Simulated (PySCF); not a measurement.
**From computed data to an observable: oscillator strength and radiative lifetime**

C₁₀H₈S, SMILES c1ccc(-c2cccs2)cc1.

Geometry: r2SCAN-D4/def2-SVP. The geometry has at least one imaginary mode, so it is a saddle point at that level. One conformer was computed; it need not be the lowest.

TDA-PBE0/def2-SVP (PySCF) puts the first singlet state with f over 0.02 at 4.61 eV (vertical), with the transition dipole (0.006, 2.437, 0.000) in atomic units.

Question: Find the oscillator strength, the wavelength and the radiative lifetime that this transition would have in vacuum if emission retraced absorption.

Answer: 
|μ|² = 5.9390 au, so |μ| = 6.19 D. ΔE = 4.61/27.211 = 0.1694 hartree. f = (2/3) ΔE |μ|² = 0.671 (the program prints 0.671).
λ = 1239.84/4.61 = 269 nm; ν = 37182 cm⁻¹.
Einstein's coefficient A = 0.6670 ν² f s⁻¹ (ν in cm⁻¹) = 6.2e8 s⁻¹, so τ = 1/A = 1.6 ns. This state is S1. The figure is the radiative limit of this one transition; relaxation, internal conversion, crossing to triplets and a medium change what is measured.
